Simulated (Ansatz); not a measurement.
`[ZnH][S][SiH2][TeH]`, relaxed with RKS PBE0-D4/def2-TZVP in Ansatz 0.2.0 from a GFN2-xTB geometry. The force threshold is 0.005 eV/Å; the program also tests the step.

Total charge 0; spin multiplicity 1. Te: def2 effective core potential.

Start:

```xyz
8

Zn   -1.763    0.340   -0.714
S    -1.202   -0.866    1.236
Si    0.822   -0.768    0.766
Te    0.952    0.653   -1.399
H    -3.006    0.715   -1.455
H     1.409   -2.037    0.355
H     1.653   -0.073    1.739
H     1.136    2.035   -0.528
```

(1) By how much does the energy fall, and how many steps does the optimiser take? (Estimate.)

(2) Which bonds change most? (Best estimate.)

(3) Give the relaxed structure. (Estimate.)

## Answers

(1) Ansatz gave: 0.14 eV, in 15 steps, 2 of them rejected.

(2) Computed: Zn1–S2 from 2.360 to 2.237 Å; Si3–Te4 from 2.592 to 2.540 Å; Zn1–H5 from 1.496 to 1.541 Å.

(3) The calculation gave: 
```xyz
8

Zn   -1.821    0.206   -0.584
S    -1.163   -0.668    1.368
Si    0.827   -0.727    0.731
Te    1.056    0.677   -1.373
H    -2.830    0.710   -1.635
H     1.286   -2.057    0.255
H     1.788   -0.214    1.739
H     0.858    2.073   -0.500
```
